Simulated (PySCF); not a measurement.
Structure problem from calculated spectra and properties.

Elements present: C, H, N and O. Monoisotopic mass: 139.0269 u.

| Quantity | Value |
| --- | --- |
| 13C NMR | chemical shifts (computed TMS as zero) by class: 177.8 (1 C), 164.9 (1 C), 116.4 (1 C), 103.6 (1 C), 79.6 (1 C), 58.9 (1 C) ppm [GIAO PBE0/pcSseg-1] |
| 1H NMR | chemical shifts (computed TMS as zero) by class: 7.49 (1 H), 4.32 (1 H), 4.00 (3 H) ppm [GIAO PBE0/pcSseg-1] |
| Dipole | 1.75 D [PBE0/pcSseg-1] |
| Rotational structure | rotational constants A, B, C: 2.007, 1.207, 0.784 GHz [GFN2-xTB] |
| NMR, other nuclei | isotropic shieldings of nuclei other than C and H, by class: -64 (1 N), -133 (1 O), 59 (1 O), 300 (1 O) ppm [GIAO PBE0/pcSseg-1] |

Electronic properties: PySCF, gas phase, density fitting. Levels stand in brackets. Isolated species at its GFN2-xTB geometry (one conformer only). NMR classes are plain means over equivalent atoms (diastereotopic ones count apart unless rotation or inversion swaps them), as if these changed places fast.

Question: Which formula fits the mass and the elements?

Answer: C6H5NO3 (calculated 139.0269). No other formula that holds each of these elements comes within 0.0003 u with a fitting electron parity and a possible valence count.

Question: Give a SMILES that accounts for the data.

Answer: Numbering: `[CH3:1][O:2][C@H:3]1[C:4](=[O:5])[O:6][CH:7]=[C:8]1[C:9]#[N:10]`. Its formula, C6H5NO3, gives 5 degrees of unsaturation: 1 ring and 4 π bonds in the structure found. 6 carbons fall into 6 classes; from least to most shielded: ester carbonyl carbon [C4] (177.8 ppm), vinylic carbon bearing oxygen [C7] (164.9 ppm), nitrile carbon [C9] (116.4 ppm), fully substituted alkene carbon [C8] (103.6 ppm), ring sp3 carbon bound to oxygen [C3] (79.6 ppm), methoxy carbon [C1] (58.9 ppm). Hydrogen classes from least to most shielded: 1 H on a vinylic carbon bearing oxygen, C7 (7.49 ppm), 1 H on an sp3 carbon bound to oxygen, C3 (4.32 ppm), 3 H on a methoxy carbon, C1 (4.00 ppm, a mean of values up to 1.2 ppm apart in this geometry). The other shieldings belong to: -64 ppm, nitrile nitrogen [N10]; -133 ppm, ester carbonyl oxygen [O5]; 59 ppm, ester single-bonded oxygen [O6]; 300 ppm, ether oxygen [O2]. The optimised geometry has point group C1 and is an asymmetric top. Structure: `CO[C@H]1C(=O)OC=C1C#N`. Computed isomers that give other values at the same levels: `O=COc1ccc[n+]([O-])c1` (13C chemical shifts (computed TMS as zero) by class: 162.9 (1 C), 159.2 (1 C), 142.4 (1 C), 136.5 (1 C), 132.6 (1 C), 117.5 (1 C) ppm); `O=COc1cc[n+]([O-])cc1` (13C chemical shifts (computed TMS as zero) by class: 164.8 (1 C), 150.1 (1 C), 145.0 (2 C), 128.7 (2 C) ppm); `O=COc1cc(O)ccn1` (13C chemical shifts (computed TMS as zero) by class: 171.7 (1 C), 165.5 (1 C), 164.0 (1 C), 155.2 (1 C), 114.0 (1 C), 106.2 (1 C) ppm). The assignments are read from this structure; whether some other isomer fits the data as well wasn't checked. The mirror image fits equally.

The values belong to the conformer `[CH3:1][O:2][C@H:3]1[C:4](=[O:5])[O:6][CH:7]=[C:8]1[C:9]#[N:10]`: C1–O2–C3–C4 76°.
